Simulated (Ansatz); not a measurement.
Ansatz (a first-principles code) input:

Ansatz 0.2 input:
```yaml
crystal:
  periodic: [false, false, false]
  atoms:
    - {symbol: In, position_ang: [0.00000000, 0.00000000, 0.00000000]}
    - {symbol: Cl, position_ang: [-0.00000000, -0.00000000, -2.22420788]}
    - {symbol: Cl, position_ang: [0.00000000, 0.00000000, 2.22420788]}
basis:
  gaussian:
    orbitals: def2-TZVP
hamiltonian:
  xc: b3lyp
  dispersion: d3bj
total_charge: 1
phonons: {temperatures: {t_min: 298.15, t_max: 298.15, t_step: 100}}
```

**Question.** What final total energy does it print?

**Answer.** -1110.44920 Eh (B3LYP-D3(BJ)/def2-TZVP). The basis has 124 functions.
